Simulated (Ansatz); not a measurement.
Two structures of SiH₂F₄, singlet, reached by relaxing down either side of one saddle point (PBE0-D4/def2-TZVP). Energies are electronic, without zero-point energy. Ansatz 0.2.0; basis: def2-TZVPP and def2-QZVPP; cores frozen in the correlated methods. Extrapolation: Hartree–Fock as exp(−7.88 √X), correlation as X^−2.97. First:

Si1  (-0.438, -0.485, -0.639)
H2  (0.948, -0.701, -1.037)
F3  (-1.330, -1.733, -0.979)
F4  (-0.537, -0.256, 0.929)
F5  (-1.054, 0.778, -1.339)
H6  (0.829, 0.965, 1.665)
F7  (1.582, 1.431, 1.399)
(Å)

Second:

| atom | x (Å) | y (Å) | z (Å) |
| --- | --- | --- | --- |
| Si1 | -1.0687 | 0.2120 | 0.0559 |
| H2 | 2.5997 | -0.8057 | -0.3803 |
| F3 | -0.4151 | -0.9086 | -0.8137 |
| F4 | -2.0642 | -0.4334 | 1.0717 |
| F5 | -1.8409 | 1.2042 | -0.8708 |
| H6 | 2.7488 | -0.2552 | 0.1009 |
| F7 | 0.0403 | 0.9865 | 0.8363 |

Which bonds change from the first to the second?

SiHF₃ ([F][SiH]([F])[F]) + HF → SiF₄ ([F][Si]([F])([F])[F]) + H₂; bonds formed: Si1–F7, H2–H6; bonds broken: Si1–H2, H6–F7.

Give the saddle point's structure and its height above each. (An estimate is asked for; the value comes from the calculation.)

By the calculation: 151.8 kJ/mol above the first and 264.9 kJ/mol above the second (CCSD(T) at an estimated basis limit (MP2 extrapolated from triple and quadruple zeta, plus CCSD(T) − MP2 in triple zeta)).
| atom | x (Å) | y (Å) | z (Å) |
| --- | --- | --- | --- |
| Si1 | -0.3628 | -0.1074 | -0.1323 |
| H2 | 1.2492 | -0.4481 | -0.2342 |
| F3 | -0.5337 | -1.3067 | -1.1629 |
| F4 | -1.1967 | -0.6258 | 1.0922 |
| F5 | -0.9623 | 1.0929 | -0.9466 |
| H6 | 1.2571 | 0.3211 | 0.4152 |
| F7 | 0.5492 | 1.0740 | 0.9686 |

No T1 diagnostic of these runs exceeds 0.013.

Labels in which every atom is bracketed show which atoms are joined, not bond orders.

For scale, one of the runs: CCSD(T)/def2-TZVPP, 194 basis functions, launched by `ansatz run in.yaml --threads 4 --pin off --events-out ev --progress --plain --max-ram 9574MiB`. Hardware: 4 CPU threads of an AMD EPYC 9B45, shared host. Wall time 20 s; peak host memory 2.5 GiB.
